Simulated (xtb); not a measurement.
norbornene (C7H10), singlet, geometry from GFN2-xTB; GFN1-xTB (xtb).

Input for xtb:
```
$ xtb mol.xyz --gfn 1 --hess --json

# file mol.xyz
17

C      1.32272087     0.39661170    -0.60874745
C      0.65583113     1.35910106     0.01395122
C     -0.43951356     0.70426990     0.81546597
C     -1.46376090     0.19257323    -0.22539064
C     -0.68939898    -0.92502547    -0.94843992
C      0.68183838    -0.91412254    -0.23158024
C      0.24857962    -0.60772382     1.20556367
H      2.12640607     0.49233259    -1.31606908
H      0.78895133     2.42261564    -0.06724000
H     -0.87275457     1.30119303     1.61455339
H     -1.77485822     0.98803604    -0.90137047
H     -2.34972375    -0.19703434     0.27552267
H     -0.58178691    -0.73386547    -2.01538361
H     -1.17515213    -1.89223615    -0.82121665
H      1.28069447    -1.80677471    -0.39619861
H      1.09152160    -0.45950682     1.87923150
H     -0.43107726    -1.34886421     1.62323525
```

It wrote (shortened):

```
   ID    Z sym.   atoms
    1    6 C      1-7
    2    1 H      8-17

           -------------------------------------------------
          |                Calculation Setup                |
           -------------------------------------------------

           -------------------------------------------------
          |                 G F N 1 - x T B                 |
           -------------------------------------------------

          ...................................................
          :                      SETUP                      :
          :.................................................:
          :  # basis functions                  48          :
          :  # atomic orbitals                  48          :
          :  # shells                           34          :
          :  # electrons                        38          :
          :  # halogen bonds                     0          :
          :  max. iterations                   250          :
          :  Hamiltonian                  GFN1-xTB          :
          :  restarted?                      false          :
          :  GBSA solvation                  false          :
          :  PC potential                    false          :
          :  electronic temp.          300.0000000     K    :
          :  accuracy                    1.0000000          :
          :  -> integral cutoff          0.2500000E+02      :
          :  -> integral neglect         0.1000000E-07      :
          :  -> SCF convergence          0.1000000E-05 Eh   :
          :  -> wf. convergence          0.2000000E-04 e    :
          :  Broyden damping             0.4000000          :
          :  net charge                          0          :
          :  unpaired electrons                  0          :
          ...................................................

 iter      E             dE          RMSdq      gap      omega  full diag
   1    -20.4437708 -0.204438E+02  0.875E+00    5.03       0.0  T
   2    -20.4759554 -0.321846E-01  0.530E+00    5.02       1.0  T
   3    -20.4761938 -0.238436E-03  0.405E-01    4.99       1.0  T
   4    -20.4773411 -0.114723E-02  0.228E-02    5.00       1.1  T
   5    -20.4773449 -0.389477E-05  0.380E-03    5.01       6.4  T
   6    -20.4773450 -0.810507E-07  0.754E-04    5.01      32.2  T
   7    -20.4773450 -0.371040E-08  0.854E-05    5.01     283.9  T
   8    -20.4773450 -0.364828E-10  0.911E-06    5.01    2662.2  T

[...]
         :: total energy             -20.177772689527 Eh    ::
[...]

    mode    ω/cm⁻¹     T·S(HO)/kcal·mol⁻¹    T·S(FR)/kcal·mol⁻¹   T·S(vib)
   ------------------------------------------------------------------------
       1    216.51    -0.59274 ( 99.72%)    -0.62221 (  0.28%)    -0.59283
   ------------------------------------------------------------------------

   temp. (K)  partition function   enthalpy   heat capacity  entropy
                                   cal/mol     cal/K/mol   cal/K/mol   J/K/mol
 298.15  VIB   3.16                 1604.772     16.834      7.673
         ROT  0.132E+06              888.752      2.981     26.418
         INT  0.419E+06             2493.525     19.815     34.091
         TR   0.884E+27             1481.254      4.968     39.521
         TOT                        3974.7787    24.7834    73.6111   307.9888

       T/K    H(0)-H(T)+PV         H(T)/Eh          T*S/Eh         G(T)/Eh
   ------------------------------------------------------------------------
    298.15    0.633421E-02    0.157525E+00    0.349750E-01    0.122550E+00
   ------------------------------------------------------------------------

         :::::::::::::::::::::::::::::::::::::::::::::::::::::
         ::                  THERMODYNAMIC                  ::
         :::::::::::::::::::::::::::::::::::::::::::::::::::::
         :: total free energy         -20.055223178251 Eh   ::
         ::.................................................::
         :: total energy              -20.177772689528 Eh   ::
         :: zero point energy           0.151190301970 Eh   ::
         :: G(RRHO) w/o ZPVE           -0.028640790693 Eh   ::
         :: G(RRHO) contrib.            0.122549511276 Eh   ::
         :::::::::::::::::::::::::::::::::::::::::::::::::::::

           -------------------------------------------------
          | TOTAL ENERGY              -20.177772689528 Eh   |
          | TOTAL ENTHALPY            -20.020248174519 Eh   |
          | TOTAL FREE ENERGY         -20.055223178251 Eh   |
          | GRADIENT NORM               0.010846293809 Eh/α |
          | HOMO-LUMO GAP               5.005658350663 eV   |
           -------------------------------------------------
########################################################################
[WARNING] Runtime exception occurred
-1- hessian_numhess: Hessian on incompletely optimized geometry!
########################################################################

normal termination of xtb
```
